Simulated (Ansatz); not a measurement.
`[GaH2][NH][SiH2][SiH2][GeH3]` + CH₃OH → `O[SiH2][SiH2][GeH3]` + `C[NH][GaH2]`  (formal exchange of groups at the Si–N bond)

Calculated with Ansatz (gas phase, PBE0-D4/def2-TZVP geometries, no zero-point term in ΔE). CBS: MP2 limit from def2 TZ/QZ plus the TZ coupled-cluster correction, frozen cores. This one scheme is used for every species. DFT in def2-TZVPP. For Ga, Ge outer-core shells are correlated without core-valence functions, which leaves a few kJ/mol of doubt a bond. Scalar relativity is left out up to krypton. Each species was taken in one conformer, which may not be the lowest.

`[GaH2][NH][SiH2][SiH2][GeH3]`:

```xyz
15

Ga    0.325    0.201    2.083
N     1.354    0.992    0.764
Si    1.705    0.311   -0.774
Si   -0.106   -1.077   -1.349
Ge   -2.025   -0.066   -0.359
H     0.180   -1.351    1.950
H    -0.097    1.087    3.296
H     1.601    1.961    0.901
H     2.979   -0.464   -0.833
H     1.801    1.383   -1.807
H     0.004   -2.472   -0.843
H    -0.333   -1.132   -2.820
H    -3.240   -0.996   -0.211
H    -1.695    0.406    1.096
H    -2.451    1.216   -1.093
```

CH₃OH:

Cartesian coordinates in Å:
```
C -0.033 -0.227 -0.273
O -0.460 0.664 0.731
H -0.926 -0.577 -0.791
H 0.487 -1.101 0.138
H 0.622 0.256 -1.009
H 0.311 0.984 1.204
```

`O[SiH2][SiH2][GeH3]`:

```xyz
12

O    -1.039    1.987   -0.226
Si   -0.408    1.274    1.126
Si   -0.225   -0.999    0.619
Ge    0.862   -1.266   -1.481
H    -1.197    2.932   -0.201
H    -1.274    1.517    2.317
H     0.939    1.830    1.451
H    -1.568   -1.640    0.574
H     0.574   -1.666    1.685
H     2.210   -0.525   -1.475
H    -0.005   -0.691   -2.611
H     1.131   -2.752   -1.778
```

`C[NH][GaH2]`:

Cartesian coordinates in Å:
```
C 0.935 0.810 0.319
N -0.418 0.382 0.057
Ga -0.982 -1.268 -0.446
H 1.623 -0.025 0.169
H 1.070 1.163 1.349
H 1.254 1.618 -0.352
H -1.096 1.117 0.182
H -2.518 -1.447 -0.660
H 0.131 -2.350 -0.617
```

```json
{"level": "PBE-D4", "ΔE (kJ/mol)": "-37.4"}
{"level": "PBE0-D4", "ΔE (kJ/mol)": "-36.1"}
```

Question: What does CCSD(T)/CBS give? (Best estimate.)

Answer: Ansatz gave: -40.4 kJ/mol. The listed levels differ from it by 3.0, 4.3 kJ/mol.

Largest T1 diagnostic among the species: 0.015.

The D4 term adds +17.4 kJ/mol with B3LYP and +9.6 kJ/mol with PBE0; it sums over pairs of atoms, weighted by their polarisabilities, and B3LYP, whose exchange is more repulsive, gets the larger term. In def2-TZVPP, CCSD(T) changes the Hartree–Fock value by +20.3 kJ/mol (the triples alone add +3.4 kJ/mol) and MP2 by +18.3 kJ/mol.

B3LYP here is the variant with VWN-RPA as its local correlation; programs differ in this.
